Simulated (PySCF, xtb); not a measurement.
Te(Et)(SiH3) (C2H8SiTe), SMILES [SiH3][Te]CC.

GFN2-xTB in xtb 6.7.1 at its own geometry gives an orbital gap of 3.75 eV and a dipole moment of 1.17 D.

Geometry optimised at B3LYP-D3(BJ)/def2-SVP. The structure was generated by enumeration, and PubChem lists no compound with its InChIKey, so it may never have been made. The def2 effective core potentials stand for the cores of Te; spin–orbit coupling is left out. The values are those of a single conformer.

**Question.** What does PBE/def2-TZVP (PySCF) give? (Estimate from the structure and the level; the computed values follow.)

**Answer.** gap 3.48 eV (levels -5.11 and -1.63 eV), dipole 1.36 D.
